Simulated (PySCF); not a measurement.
Compound: SnH2Me(OMe), C2H8OSn.
Geometry (PBE0-D3(BJ)/def2-SVP, Å), atoms numbered from 1 in this order:
```xyz
12
C2H8OSn angstrom
Sn     0.548    0.605    0.333
H      0.546    0.563    2.054
H      2.155    0.523   -0.277
C     -0.608    2.198   -0.495
H     -0.227    3.170   -0.153
H     -1.654    2.086   -0.179
H     -0.556    2.155   -1.592
O     -0.415   -1.027   -0.294
C      0.001   -2.299    0.087
H      1.017   -2.557   -0.278
H     -0.692   -3.046   -0.340
H      0.001   -2.453    1.186
```

Method used: PBE0-D3(BJ)/def2-SVP geometry optimisation, gas phase, def2 core potentials past Kr (PySCF).

Take the most abundant isotopes and a rigid rotor. The values belong to one conformer.

Question: What are A, B and C (MHz)?

Answer: Ia = 56.65, Ib = 213.46, Ic = 255.55 u·Å²; 505379 MHz·u·Å²/I gives A = 8922, B = 2368, C = 1978 MHz.

Question: What kind of rotor is it?

Answer: An asymmetric top; Ray's κ = -0.888.

Question: Is it planar, by Δ = Ic − Ia − Ib?

Answer: Not planar: Δ = Ic − Ia − Ib = -14.56 u·Å². For a rigid frame Δ = −2 Σ m c², so Σ m c² = 7.28 u·Å² lies off the ab plane: 7.27 from hydrogen and 0.02 from heavier atoms. The atom farthest from that plane is 1.42 Å away.

Question: Which types of transition are allowed, and where do some lines up to J = 2 fall?

Answer: The dipole components are |μa| = 1.30 D, |μb| = 0.85 D, |μc| = 0.06 D. The squared components, which scale the intensities, stand as 1.00 : 0.43 : 0.00 (a : b : c). Some lines, for components of 0.1 D or more:

| type | branch | J(Ka,Kc) | MHz | lower level (cm⁻¹) |
| --- | --- | --- | --- | --- |
| a | Q | 1(1,0) ← 1(1,1) | 390 | 0.364 |
| a | Q | 2(1,1) ← 2(1,2) | 1170 | 0.640 |
| b | R | 2(0,2) ← 1(1,1) | 2119 | 0.364 |
| a | R | 1(0,1) ← 0(0,0) | 4345 | 0.000 |
| b | Q | 1(1,0) ← 1(0,1) | 6944 | 0.145 |
| b | Q | 2(1,1) ← 2(0,2) | 7351 | 0.434 |
| a | R | 2(1,2) ← 1(1,1) | 8300 | 0.364 |
| a | R | 2(0,2) ← 1(0,1) | 8673 | 0.145 |
| a | R | 2(1,1) ← 1(1,0) | 9080 | 0.377 |
| b | R | 1(1,1) ← 0(0,0) | 10899 | 0.000 |
| b | R | 2(1,2) ← 1(0,1) | 14854 | 0.145 |
| b | Q | 2(2,0) ← 2(1,1) | 19679 | 0.679 |
| b | Q | 2(2,1) ← 2(1,2) | 20832 | 0.640 |
| b | R | 2(2,1) ← 1(1,0) | 28742 | 0.377 |
| b | R | 2(2,0) ← 1(1,1) | 29149 | 0.364 |

Whether it is a minimum is left open (no frequencies). These are rigid-rotor constants of the computed structure; measured ground-state constants (B0) also hold zero-point vibration. A rigid rotor knows nothing of internal rotation, which can split or shift real lines.
